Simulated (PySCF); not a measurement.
Input file for PySCF: R-B3LYP/6-31G* on CHClO (a complex).

```python
from pyscf import gto, scf, dft, mp
from pyscf.data.elements import chemcore

mol = gto.M(
    atom='''
    Cl   -0.03322094    0.05094674   -0.99541496
    H    -0.02208516   -0.10406125    0.28305948
    C    -0.00284045   -0.37909483    2.55302112
    O     0.00682129   -0.51377500    3.66754091
    ''',
    basis='6-31g*',
    cart=True,
    charge=0, spin=0, verbose=3, max_memory=1800)
mf = dft.RKS(mol, xc='b3lyp')
mf.conv_tol = 1e-8
mf.max_cycle = 100
mf.kernel()
if not mf.converged:
    mf = mf.newton().run(mf.mo_coeff, mf.mo_occ)
```

It printed:

```
converged SCF energy = -574.109332300213
```

Self-consistency was reached.

Cost: very roughly 1.4 core-seconds.
